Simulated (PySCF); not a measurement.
**Correlation energy of Sn (tin, neutral)**

[Kr] 4d10 5s2 5p2, high-spin 3P determinant. Calculation: PySCF 2.14, in aug-cc-pVDZ-PP with ECP28MDF (5s4p3d, 32 functions); scalar relativity through the core potential. Frozen: 4s2 4p6 4d10; 4 electrons correlated.

MP2 pair energies summed by pair of shells (mhartree):

```
 pair  energy  share (%)
5s-5p  -20.62       58.4
5s-5s  -11.13       31.5
5p-5p   -3.55       10.1
```

Total MP2 correlation energy: -35.30 mhartree.

Same-spin part -6.35 and opposite-spin part -28.96 mhartree; SCS-MP2 scales them by 1/3 and 6/5 to -36.87 mhartree.

| level | correlation energy (mhartree) |
| --- | --- |
| CCSD | -49.61 |
| (T) | -0.77 |
| CCSD(T) | -50.38 |

Diagnostics: T1 = 0.0091, D1 = 0.0247, largest double amplitude 0.074.

Question: Is a single reference adequate?

Answer: Mostly. T1 lies below 0.03, but a double amplitude of this size points to a near-degeneracy that CCSD handles and MP2 describes poorly.
